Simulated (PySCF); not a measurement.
## Electron correlation in Xe⁺ (xenon, charge +1)

[Kr] 4d10 5s2 5p5, 2P determinant. Calculation: PySCF 2.14, in aug-cc-pVDZ-PP with ECP28MDF; a scalar-relativistic core potential. Frozen: 4s2 4p6 4d10; 7 electrons correlated.

MP2 pair energies summed by pair of shells (mhartree):

```
 pair  energy  share (%)
5p-5p  -56.04       69.0
5s-5p  -20.89       25.7
5s-5s   -4.23        5.2
```

Total MP2 correlation energy: -81.16 mhartree.

Same-spin part -20.73 and opposite-spin part -60.44 mhartree; SCS-MP2 scales them by 1/3 and 6/5 to -79.43 mhartree.

| level | correlation energy (mhartree) |
| --- | --- |
| CCSD | -93.86 |
| (T) | -1.15 |
| CCSD(T) | -95.01 |

Diagnostics: T1 = 0.0060, D1 = 0.0182, largest double amplitude 0.042.

**Question.** Is a single reference adequate?

**Answer.** Yes, within this model without spin-orbit coupling: T1 lies below 0.03 and no double amplitude reaches 0.07.
